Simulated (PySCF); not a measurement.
**Exercise with solution: oscillator strength and radiative lifetime**

Cl2H2SeSi, SMILES Cl[SiH](Cl)[SeH].

Coordinates come from a B3LYP-D3(BJ)/def2-SVP optimisation. The structure was generated by enumeration, and PubChem lists no compound with its InChIKey, so it may never have been made. One conformer was computed; it need not be the lowest.

PySCF with TDA-B3LYP/def2-SVPD puts the first singlet state with f over 0.02 at 5.65 eV (vertical), with the transition dipole (0.122, -0.246, 0.280) in atomic units.

Task: Find the oscillator strength, the wavelength and the radiative lifetime that this transition would have in vacuum if emission retraced absorption.

Result: 
|μ|² = 0.1538 au, so |μ| = 1.00 D. ΔE = 5.65/27.211 = 0.2076 hartree. f = (2/3) ΔE |μ|² = 0.021 (the program prints 0.021).
λ = 1239.84/5.65 = 219 nm; ν = 45570 cm⁻¹.
Einstein's coefficient A = 0.6670 ν² f s⁻¹ (ν in cm⁻¹) = 2.9e7 s⁻¹, so τ = 1/A = 34 ns. This state is S2; the lower singlet has f = 0.004. The figure is the radiative limit of this one transition; relaxation, internal conversion, crossing to triplets and a medium change what is measured.
